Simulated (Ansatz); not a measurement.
Cr3N3, relaxed as a doublet with UKS r2SCAN-D4/def2-SVP in Ansatz, starting from the GFN2-xTB geometry. Force threshold 0.02 eV/Å.

The charge 0 doublet is spin-contaminated (final ⟨S²⟩ up to 5.68, 0.75 for a pure state). Another isomer (doublet) lies 0.77 eV lower at PBE0-D4/def2-TZVP; other spin states weren't run for this one.

Start:

```xyz
6

Cr   -0.9495   -1.2488   -1.2590
Cr    0.2586    0.7747   -0.4379
Cr   -0.3922   -0.9291    0.9906
N     1.2938    0.1900    1.1403
N     0.3779    0.9116    1.4943
N    -0.5886    0.3016   -1.9283
```

```json
{"step": "1", "energy (eV)": "-89713.5141", "largest force component (eV/Å)": "2.357", "SCF passes": "250"}
{"step": "2", "energy (eV)": "-89713.8617", "largest force component (eV/Å)": "1.646", "SCF passes": "61"}
{"step": "3", "energy (eV)": "-89714.1931", "largest force component (eV/Å)": "0.564", "SCF passes": "59"}
{"step": "4", "energy (eV)": "-89714.2509", "largest force component (eV/Å)": "0.594", "SCF passes": "55"}
{"step": "5", "energy (eV)": "-89714.3055", "largest force component (eV/Å)": "1.411", "SCF passes": "69"}
{"step": "6", "energy (eV)": "-89714.3600", "largest force component (eV/Å)": "1.893", "SCF passes": "60"}
{"step": "7 (rejected)", "energy (eV)": "-89714.3389", "largest force component (eV/Å)": "1.734", "SCF passes": "62"}
{"step": "8", "energy (eV)": "-89714.4793", "largest force component (eV/Å)": "0.948", "SCF passes": "53"}
{"step": "9", "energy (eV)": "-89714.5272", "largest force component (eV/Å)": "0.966", "SCF passes": "61"}
{"step": "10", "energy (eV)": "-89714.5779", "largest force component (eV/Å)": "1.368", "SCF passes": "62"}
{"step": "11 (rejected)", "energy (eV)": "-89714.5701", "largest force component (eV/Å)": "0.835", "SCF passes": "56"}
{"step": "12", "energy (eV)": "-89714.6337", "largest force component (eV/Å)": "0.222", "SCF passes": "55"}
{"step": "13", "energy (eV)": "-89714.7048", "largest force component (eV/Å)": "0.592", "SCF passes": "86"}
{"step": "14", "energy (eV)": "-89714.7447", "largest force component (eV/Å)": "2.072", "SCF passes": "65"}
{"step": "15", "energy (eV)": "-89714.7953", "largest force component (eV/Å)": "0.414", "SCF passes": "52"}
{"step": "16 (rejected)", "energy (eV)": "-89714.7677", "largest force component (eV/Å)": "0.722", "SCF passes": "52"}
{"step": "17", "energy (eV)": "-89714.8110", "largest force component (eV/Å)": "0.103", "SCF passes": "45"}
{"step": "18", "energy (eV)": "-89714.8120", "largest force component (eV/Å)": "0.068", "SCF passes": "46"}
{"step": "19", "energy (eV)": "-89714.8124", "largest force component (eV/Å)": "0.020", "SCF passes": "47"}
{"step": "20 (rejected)", "energy (eV)": "-89714.8112", "largest force component (eV/Å)": "0.225", "SCF passes": "49"}
{"step": "21", "energy (eV)": "-89714.8125", "largest force component (eV/Å)": "0.015", "SCF passes": "44"}
```

Force components are those of the run's own axes.

End:

Cartesian coordinates in Å:
```
Cr -1.093 -1.319 -1.476
Cr 0.556 0.517 -0.517
Cr -0.073 -1.573 0.889
N 0.583 0.355 1.447
N 0.763 1.502 1.154
N -0.737 0.518 -1.497
```

Bonds lost: Cr3–N5 (atoms count from 1).

No frequencies were taken in this run, so the end may be a saddle point.

Hardware: 4 threads of INTEL XEON PLATINUM 8581C on a shared host. Wall time 1.9 min.
